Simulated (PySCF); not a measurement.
C2H6Cl3Si2 (doublet state).
Geometry (GFN2-xTB, Å), atoms numbered from 1 in this order:
```
atom  x, y, z in Å
Si1    1.9338    0.3896    0.8030
C2     0.8555    0.6158   -0.7134
Si3   -0.6459   -0.3434   -1.1948
Cl4   -1.7577    0.6003   -2.5839
C5    -1.7970   -0.5264    0.3592
Cl6   -0.9918   -1.5167    1.5889
Cl7   -2.2023    1.0605    1.0503
H8     3.1870    1.1103    0.5647
H9     2.1884   -1.0359    1.0095
H10    1.2458    0.9617    1.9636
H11    1.1338    1.4228   -1.3778
H12   -0.4089   -1.7201   -1.6280
H13   -2.7450   -1.0180    0.1409
```

The hyperfine couplings belong to this conformer and change with its torsions.

Identity: `[SiH3][CH][Si@H](Cl)C(Cl)Cl` [radical].

Theory: PySCF, UKS B3LYP, pcH-1 on C Cl H Si, non-relativistic, mean-field spin-orbit, GIAO. One conformer (not necessarily the lowest) at the GFN2-xTB geometry, without solvent, vibrations or thermal averaging. A GFN2-xTB geometry isn't a minimum of the functional, and hyperfine couplings can be far from their values at a DFT geometry. No stability test was run, so a lower SCF solution isn't excluded.

Problem. What is the g tensor, term by term?

Solution. 
```
                    Δg (ppm)     1     2     3
relativistic mass correction  -119  -119  -119
            gauge correction     9    29    23
   orbital Zeeman/spin–orbit  -225   798   897
                       total  -335   708   801
```

So g = 2.00198, 2.00303, 2.00312 and g_iso = 2.00271; the tensor is close to axial: the two nearest values differ by 8 % of g3 − g1. 

Problem. How much does each term add to the isotropic shift?

Solution. The orbital-Zeeman/spin–orbit term 490, the mass correction -119 and the gauge correction 20 ppm, for a total of 391 ppm. The orbital-Zeeman/spin–orbit term is the largest in size. The mass correction is the same along every axis, so the anisotropy comes from the other two: their spans along these axes are 20 (gauge) and 1121 ppm (orbital Zeeman/spin–orbit).

Problem. What are the electron Larmor frequencies g μB B/h along the three axes at 340 mT?

Solution. 9.5269, 9.5319, 9.5323 GHz for g1, g2 and g3, a range of 5.4 MHz.

Problem. In a frozen sample, at which fields do the three g values resonate at 9.5, 34, 94 and 263 GHz (hyperfine left aside), and which band first spreads them over more than twice a line width of 1.0 mT?

Solution. 
| band | GHz | B(g3) mT | B(g2) mT | B(g1) mT | spread mT |
| --- | --- | --- | --- | --- | --- |
| X | 9.5 | 338.85 | 338.86 | 339.04 | 0.19 |
| Q | 34.0 | 1212.72 | 1212.78 | 1213.41 | 0.69 |
| W | 94.0 | 3352.81 | 3352.97 | 3354.72 | 1.90 |
| J | 263.0 | 9380.74 | 9381.18 | 9386.07 | 5.32 |

The spread grows in proportion to the frequency. J band is the first where it exceeds 2.0 mT.

The largest Mulliken spin population is on C2 (+1.00). The angles at C2 add up to 360.0°, so it is planar; its axial dipolar tensor and the negative coupling of its proton fit spin in a p orbital normal to that plane.

The HOMO–LUMO gaps are 6.78 eV among the α and 4.33 eV among the β orbitals.
